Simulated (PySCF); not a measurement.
H3O4V, multiplicity 1. Atoms are numbered in the order given.

```xyz
8

V      0.0000     0.0000    -0.0211
O      0.0000     0.0000    -1.5620
O      1.4350     0.8285     0.5485
H      2.0832     1.2027    -0.0606
O      0.0000    -1.6570     0.5485
H      0.0000    -2.4055    -0.0606
O     -1.4350     0.8285     0.5485
H     -2.0832     1.2027    -0.0606
```

Geometry: ωB97X-D3(BJ)/def2-SVP. The spin state was assumed, not searched. Other conformers were not sampled.

Method: PySCF with PBE0/pcSseg-1.

GIAO shieldings, no solvent; atoms alike by connectivity are averaged. δ = σ(ref) − σ: ¹⁷O against H2O (σ = 334.2 ppm); ¹H against TMS (σ = 31.56 ppm), references at their B3LYP-D3(BJ)/def2-TZVP geometries, non-relativistic.

**Question.** Estimate the chemical shifts. (Estimate from the structure and the level; the computed values follow.)

**Answer.** 
```csv
nucleus,atoms,count,δ (ppm)
¹⁷O,O2,1,1209.3
¹⁷O,"O3, O5, O7",3,375.1
¹H,"H4, H6, H8",3,10.97
```
